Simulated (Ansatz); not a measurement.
The same molecule with X = Ti, Zr, Hf. Ansatz, PBE0-D4/def2-TZVP geometries, multiplicity 1. Each molecule was computed in one conformer, which needn't be the lowest.

Elements past krypton have def2 core potentials. Scalar relativity is left out up to krypton.

```
 X                    molecule  mean X–O bond length / Å  mean X–S bond length / Å  LUMO energy (PBE0/def2-TZVPP) / eV  LUMO energy (B3LYP/def2-TZVPP) / eV  LUMO energy (ωB97M-V/def2-TZVPP) / eV
Ti  `[OH][Ti]([OH])([SH])[SH]`                     1.772                     2.300                               -2.18                                -2.42                                  -0.05
Hf  `[OH][Hf]([OH])([SH])[SH]`                     1.904                     2.459                               -0.66                                -0.87                                   0.91
```

Question: Give the row for X = Zr, `[OH][Zr]([OH])([SH])[SH]`. (An estimate is asked.)

Answer: The calculation gave: 
```tsv
X	molecule	mean X–O bond length / Å	mean X–S bond length / Å	LUMO energy (PBE0/def2-TZVPP) / eV	LUMO energy (B3LYP/def2-TZVPP) / eV	LUMO energy (ωB97M-V/def2-TZVPP) / eV
Zr	`[OH][Zr]([OH])([SH])[SH]`	1.902	2.460	-1.13	-1.33	0.53
```

From Ti to Hf the mean X–O bond length rises at each step, by 0.132 Å in all; the mean X–S bond length isn't monotonic: highest at Zr, lowest at Ti; the LUMO energy (PBE0/def2-TZVPP) rises at each step, by 1.52 eV in all; the LUMO energy (B3LYP/def2-TZVPP) rises at each step, by 1.55 eV in all; the LUMO energy (ωB97M-V/def2-TZVPP) rises at each step, by 0.96 eV in all.

B3LYP here is the variant with VWN-RPA as its local correlation; programs differ in this.
